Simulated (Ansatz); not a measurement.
Two isomers of CH4FNOSi: A = `NC1(F)O[SiH2]1`, B = `N[Si]1(F)CO1`.

Gas-phase electronic energies from Ansatz, PBE0-D4/def2-TZVP geometries. CBS: MP2 limit from def2 TZ/QZ plus the TZ coupled-cluster correction, frozen cores. DFT in def2-TZVPP. B3LYP here is the variant with VWN-RPA as its local correlation; programs differ in this. One conformer a species, not always the lowest.

Problem. Which is lower in electronic energy at CCSD(T)/CBS, and by how much? (Estimate.)

Solution. The calculation gave: B, by 314.0 kJ/mol.

Problem. Give E(B) − E(A) in kJ/mol with B3LYP-D4, ωB97M-V, HF/def2-TZVPP, B3LYP, MP2/def2-TZVPP, BLYP-D4, PBE-D4. (An estimate is asked.)

Solution. Computed: B3LYP-D4 -299.2, ωB97M-V -300.8, HF/def2-TZVPP -318.5, B3LYP -298.6, MP2/def2-TZVPP -320.4, BLYP-D4 -288.6, PBE-D4 -274.9. None reverses the order clearly.

Problem. Does the order hold for the free energy at 298.15 K (harmonic terms from PBE0-D4)? (Best estimate.)

Solution. The calculation gave: Yes: G(B) − G(A) = -305.6 kJ/mol, for one conformer each.

Largest T1 diagnostic: 0.014.

Leaving LDA and LC-ωPBE aside and taking each functional with its dispersion term where it has one, the values, not all of them listed here, spread over 37.6 kJ/mol, from BHLYP-D4 to revPBE-D4. LDA lies +9.3 kJ/mol from PBE without D4. From BLYP to BHLYP (50 % exact exchange), in def2-TZVPP and without D4, E(B) − E(A) moves by −23.5 kJ/mol.
